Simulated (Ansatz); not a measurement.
Consider the isomerisation: `OC[SiH](O)[SiH3]` → `C[SiH2][SiH](O)O`.

Isolated molecules relaxed with PBE0-D4/def2-TZVP in Ansatz; ΔE leaves out vibrations. CCSD(T)/CBS is the MP2 limit (def2-TZVPP, def2-QZVPP) plus CCSD(T) − MP2 in def2-TZVPP, frozen cores. DFT in def2-TZVPP. B3LYP here is the variant with VWN-RPA as its local correlation; programs differ in this. Each species was taken in one conformer, which may not be the lowest.

| level | ΔE (eV) | difference from CCSD(T)/CBS |
| --- | --- | --- |
| PBE-D4 | -2.03 | 0.20 |
| r2SCAN-D4 | -2.18 | 0.05 |
| B3LYP-D4 | -2.16 | 0.07 |
| ωB97X-V | -2.14 | 0.09 |
| PBE | -2.03 | 0.20 |
| r2SCAN | -2.18 | 0.05 |
| PBE0 | -2.12 | 0.11 |
| B3LYP | -2.16 | 0.07 |
| MP2/def2-TZVPP | -2.31 | -0.08 |
| SCS-MP2/def2-TZVPP | -2.26 | -0.03 |
| CCSD/def2-TZVPP | -2.22 | 0.01 |
| HF/def2-QZVPP | -2.29 | -0.06 |
| MP2/def2-QZVPP | -2.33 | -0.10 |
| SCS-MP2/def2-QZVPP | -2.28 | -0.05 |
| HF/CBS(def2) | -2.29 | -0.06 |
| CCSD/CBS(def2) | -2.25 | -0.02 |
| CCSD(T)/CBS | -2.23 | 0 |

Largest T1 diagnostic among the species: 0.012.

From PBE to PBE0 (25 % exact exchange), in def2-TZVPP and without D4, ΔE moves by −0.08 eV.
